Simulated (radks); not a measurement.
The numbers below are computed, except where a source is named.
All-electron atom: C4+ in [He].

Level of theory: Dirac Kohn-Sham, LDA (Slater exchange, VWN5 correlation), spin-unpolarised, spherical densities, point nucleus (a radial shooting solver on a logarithmic mesh with Libxc functionals).

Energy parts (hartree):
total: -32.05405
kinetic: 31.96267
electron-nucleus: -67.83352
Hartree: 6.99490
exchange-correlation: -3.17809

Orbitals (lengths in bohr, moments of r in powers of bohr; r(90%) holds 90 % of the orbital's charge):
\begin{tabular}{lrrrrrr}
orbital & occ. & eigenvalue (hartree) & <r^4> & <r> & r(90%) & <1/r> \\ \hline
1s1/2 & 2 & -13.03916 & 0.02488 & 0.2694 & 0.483 & 5.653 \\
2s1/2 & 0 & -2.51657 & 5.061 & 1.215 & 1.87 & 1.218 \\
2p1/2 & 0 & -2.28582 & 3.986 & 1.088 & 1.76 & 1.165 \\
2p3/2 & 0 & -2.28489 & 3.993 & 1.088 & 1.76 & 1.165 \\
\end{tabular}

The highest occupied level is 1s1/2 at -354.81 eV. Summed over all electrons, <r^2> = 0.1958 bohr^2, which gives a Langevin (diamagnetic) susceptibility term of -0.155 x 10^-6 cm^3/mol. The density falls to 0.001 e/bohr^3 at r = 1.06 bohr.
